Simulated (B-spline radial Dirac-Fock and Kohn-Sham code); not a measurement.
Satellites and hypersatellites of the K lines of Nb²⁺

System: Nb²⁺, [Kr] 4d3.

These are calculated numbers from a radial B-spline solver; the model is multi-electron Dirac-Fock with separately optimised hole states, Breit and Lamb-shift corrections added in first order. Each two-hole energy is an average over J within one jj subconfiguration, not an observable level; in light atoms, where LS coupling holds, the j-resolved values are not observed lines, and for a K spectator the Kα1 hypersatellite is nearly forbidden. No correlation.

Lines without a spectator: Kα2 (K-L2) 16519.5 eV, Kα1 (K-L3) 16613.7 eV, Kβ3 (K-M2) 18604.1 eV, Kβ1 (K-M3) 18619.8 eV. Shifts in eV with one spectator hole (a dash: not computed, or left out as unreliable):

```tsv
spectator hole	Kα2	Kα1	Kβ3	Kβ1
L2 (2p1/2)	+47.2	+58.7	–	+127.5
L3 (2p3/2)	+49.3	+48.5	+117.3	–
M2 (3p1/2)	–	+5.61	+13.21	+16.37
M3 (3p3/2)	+4.49	–	+14.52	+13.93
M4 (3d3/2)	+0.21	-1.72	–	–
M5 (3d5/2)	-1.98	-0.66	–	–
```

Task: Where does the K-L3 hypersatellite lie, emitted when both K electrons are missing?

Result: +463.5 eV from the normal line, at 17077.2 eV. Removing both K electrons costs 38647.4 eV, which is 625.2 eV more than twice the K binding energy.

With n spectator holes in 2p, averaged over the 2p shell (energies in eV):

```csv
n,KαLⁿ,step,hypersatellite KαʰLⁿ
0,16582.3,–,17042.6
1,16633.6,+51.4,17095.3
2,16686.1,+52.5,17149.1
3,16739.8,+53.7,17204.1
4,16794.7,+54.9,17260.4
5,16850.8,+56.1,17317.8
```
